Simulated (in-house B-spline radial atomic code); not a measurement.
Orbital energies and mean radii along the 27-electron series, configuration [Ar] 3d9. The effective charge is n√(-2ε), a non-relativistic measure. Computed with an all-electron radial atomic-structure program (B-spline basis): Dirac-Hartree-Fock, average of the configuration, finite nuclei.

| ion | Z | energy of 3p3/2 (Eh) | mean radius of 3p3/2 (bohr) | energy of 2s1/2 (Eh) | mean radius of 2s1/2 (bohr) | energy of 2p1/2 (Eh) | mean radius of 2p1/2 (bohr) | energy of 2p3/2 (Eh) | mean radius of 2p3/2 (bohr) | effective charge of 3p3/2 |
| --- | --- | --- | --- | --- | --- | --- | --- | --- | --- | --- |
| Cd21+ | 48 | -45.562 | 0.34922 | -173.48 | 0.13078 | -162.81 | 0.11105 | -155.68 | 0.11614 | 28.638 |
| In22+ | 49 | -48.893 | 0.33947 | -183.31 | 0.12764 | -172.34 | 0.10828 | -164.52 | 0.11347 | 29.666 |
| Sn23+ | 50 | -52.34 | 0.33023 | -193.46 | 0.12463 | -182.17 | 0.10562 | -173.62 | 0.11091 | 30.694 |
| Sb24+ | 51 | -55.902 | 0.32148 | -203.91 | 0.12174 | -192.31 | 0.10307 | -182.97 | 0.10846 | 31.721 |
| Te25+ | 52 | -59.58 | 0.31317 | -214.69 | 0.11896 | -202.76 | 0.10062 | -192.58 | 0.10611 | 32.748 |
| I26+ | 53 | -63.373 | 0.30527 | -225.78 | 0.11629 | -213.53 | 0.098266 | -202.45 | 0.10386 | 33.774 |
| Xe27+ | 54 | -67.281 | 0.29774 | -237.19 | 0.11371 | -224.61 | 0.096002 | -212.57 | 0.10169 | 34.8 |
| Cs28+ | 55 | -71.305 | 0.29057 | -248.93 | 0.11123 | -236.02 | 0.093822 | -222.95 | 0.099616 | 35.826 |
| Ba29+ | 56 | -75.446 | 0.28373 | -260.99 | 0.10884 | -247.75 | 0.091722 | -233.59 | 0.097618 | 36.851 |
| La30+ | 57 | -79.702 | 0.27719 | -273.39 | 0.10654 | -259.81 | 0.089695 | -244.48 | 0.095695 | 37.877 |
| Ce31+ | 58 | -84.075 | 0.27094 | -286.13 | 0.10431 | -272.2 | 0.08774 | -255.63 | 0.093843 | 38.902 |
| Pr32+ | 59 | -88.564 | 0.26495 | -299.21 | 0.10216 | -284.93 | 0.085851 | -267.04 | 0.092057 | 39.927 |
| Nd33+ | 60 | -93.17 | 0.25922 | -312.63 | 0.10008 | -298 | 0.084024 | -278.71 | 0.090336 | 40.952 |
| Pm34+ | 61 | -97.893 | 0.25372 | -326.4 | 0.098061 | -311.42 | 0.082258 | -290.64 | 0.088674 | 41.977 |
| Sm35+ | 62 | -102.73 | 0.24844 | -340.53 | 0.096111 | -325.19 | 0.080547 | -302.83 | 0.08707 | 43.002 |

Q: How does the screening of 3p3/2 change?

A: Z less the effective charge goes from 19.36 at Z = 48 to 19.00 at Z = 62.
